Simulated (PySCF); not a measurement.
Telling isomers of C₅H₉NOSi apart by NMR

Equivalent nuclei averaged, no solvent, one conformer, no relativistic terms. GFN2-xTB structure; GIAO PBE0/pcSseg-1 shieldings; PySCF.

Scale: 1H (σref 31.72) and 13C (σref 186.93) vs TMS (reference shieldings calculated alike). Where no couplings were computed, multiplicities follow the n + 1 count of equivalent neighbours, and m marks all less simple cases (inequivalent or close neighbours, rings, F or P nearby). Shifts are as computed. Against solution values, carbons near 30 ppm lie about +3 ppm off and those near 130 ppm about +5 ppm. Of 1211 compounds with measured shifts, 218 miss one by over three times the rms of a fit or turn the order of signals round; such compounds aren't used in these exercises. OH and NH positions are gas-phase values without hydrogen bonding to other molecules.

(1) Tabulate the signals of `[SiH3]CCc1cocn1`, `[H]/N=C(\CO)CC#C[SiH3]`, `NCc1coc([SiH3])c1` and their relative energies.

(2) What is the quickest way to tell [SiH3]CCc1cocn1 from NCc1coc([SiH3])c1?

(3) What is the quickest way to tell [SiH3]CCc1cocn1 from [H]/N=C(\CO)CC#C[SiH3]?

(4) What is the quickest way to tell [H]/N=C(\CO)CC#C[SiH3] from NCc1coc([SiH3])c1?

Results:

(1) 
```json
{"SMILES": "[SiH3]CCc1cocn1", "carbon types": "1×C 2×CH 2×CH2", "δC": "155.2, 150.8, 140.3, 27.7, 15.0", "δH": "7.70 (m, 1H), 7.61 (m, 1H), 3.73 (t, 3H), 2.99 (t, 2H), 1.01 (m, 2H)", "E rel. (kcal/mol)": "0.0"}
{"SMILES": "[H]/N=C(\\CO)CC#C[SiH3]", "carbon types": "3×C 2×CH2", "δC": "180.4, 115.2, 82.3, 67.7, 31.8", "δH": "11.42 (br s, 1H), 4.53 (s, 2H), 4.22 (s, 3H), 3.35 (s, 2H), 0.22 (br s, 1H)", "E rel. (kcal/mol)": "42.2"}
{"SMILES": "NCc1coc([SiH3])c1", "carbon types": "2×C 2×CH 1×CH2", "δC": "152.9, 150.0, 139.9, 130.5, 42.7", "δH": "7.73 (m, 1H), 6.96 (m, 1H), 4.48 (s, 3H), 3.84 (s, 2H), 0.72 (br s, 2H)", "E rel. (kcal/mol)": "9.1"}
```

Energies are electronic energies at PBE0/pcSseg-1 on these geometries, without zero-point or thermal terms, each for the one conformer computed, which needn't be the lowest.

(2) Both give the same number of carbon signals, but DEPT or the intensities differ. The first has an sp3 CH2 bonded to Si at 15.0 ppm, the second an sp3 CH2 bonded to N, on an aromatic ring at 42.7 ppm. Their most deshielded carbons lie at 155.2 and 152.9 ppm.

(3) Both give the same number of carbon signals, but DEPT or the intensities differ. The first has an aromatic CH between two ring heteroatoms at 155.2 ppm, the second an alkyne carbon (C) at 82.3 ppm. Their most deshielded carbons lie at 155.2 and 180.4 ppm. In the proton spectra the most deshielded non-exchanging signals are 7.70 (m, 1H) and 4.53 (s, 2H).

(4) Both give the same number of carbon signals, but DEPT or the intensities differ. The first has an alkyne carbon (C) at 82.3 ppm, the second an aromatic CH next to the ring oxygen at 150.0 ppm. Their most deshielded carbons lie at 180.4 and 152.9 ppm. In the proton spectra the most deshielded non-exchanging signals are 4.53 (s, 2H) and 7.73 (m, 1H).
